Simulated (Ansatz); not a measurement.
**A basis-limit estimate, worked out**

An elementary step of BNH$_{6}$O$_{3}$, singlet (BNH₄O₂ ([NH2][B]([OH])[OH]) + H₂O → BH₃O₃ ([OH][B]([OH])[OH]) + NH₃ (still joined by a long B–N bond); B–N, H–O broken or loosened, B–O, N–H formed or tightened). “Start” and “end” are the PBE0-D4/def2-TZVP structures reached by relaxing down either side of its saddle point, with the molecules still in contact.

Computed with Ansatz 0.2.0 (basis: def2-TZVPP and def2-QZVPP); correlated methods freeze the cores.

Energies in eV:

| quantity | end | start |
| --- | --- | --- |
| Hartree–Fock, triple zeta (X = 3) | -8368.10016 | -8368.10691 |
| Hartree–Fock, quadruple zeta (X = 4) | -8368.49471 | -8368.51114 |
| MP2 correlation, X = 3 | -28.95125 | -28.80424 |
| MP2 correlation, X = 4 | -31.20345 | -31.06856 |
| CCSD(T) correlation, X = 3 | -30.51349 | -30.36959 |

Question: Work out the step energy at the basis limit: extrapolate Hartree–Fock as E(X) = E∞ + A exp(−7.88 √X) and the MP2 correlation as E(X) = E∞ + B X^−2.97 (the exponents that Neese and Valeev fitted for def2-TZVPP and QZVPP), then add CCSD(T) − MP2 in triple zeta.

Answer: Each step is linear, so take the differences first (end − start): Hartree–Fock 0.00675 (X = 3) and 0.01643 (X = 4); MP2 correlation -0.14701 and -0.13489; CCSD(T) correlation -0.14390.
Two points give E∞ = E(4) + w [E(4) − E(3)], with w = 1/(exp(7.88 (2 − √3)) − 1) = 0.1377 for Hartree–Fock and w = 1/((4/3)^2.97 − 1) = 0.7407 for the correlation.
Hartree–Fock: 0.01643 + 0.1377 × 0.00968 = 0.0178 eV.
MP2 correlation: -0.13489 + 0.7407 × 0.01212 = -0.1259 eV.
CCSD(T) − MP2: -0.14390 − (-0.14701) = 0.0031 eV.
Sum: 0.0178 + (-0.1259) + 0.0031 = -0.1050 eV, or -2.42 kcal/mol. Plain CCSD(T) in triple zeta gives -0.1371 eV, so the larger basis shifts the result by 0.0321 eV.

T1 diagnostic: at most 0.012.

The step is the kind of ligand exchange by which a precursor binds to a hydroxyl group, or is hydrolysed, in atomic layer deposition of oxides.

Labels in which every atom is bracketed show which atoms are joined, not bond orders.

For scale, one of the runs: CCSD(T)/def2-TZVPP, 239 basis functions, launched by `ansatz run in.yaml --threads 4 --pin off --events-out ev --progress --plain --max-ram 9574MiB`. Time: 3.3 min of wall clock on 4 CPU threads of an Intel Xeon; the host was shared. Peak host memory: 5 GiB.
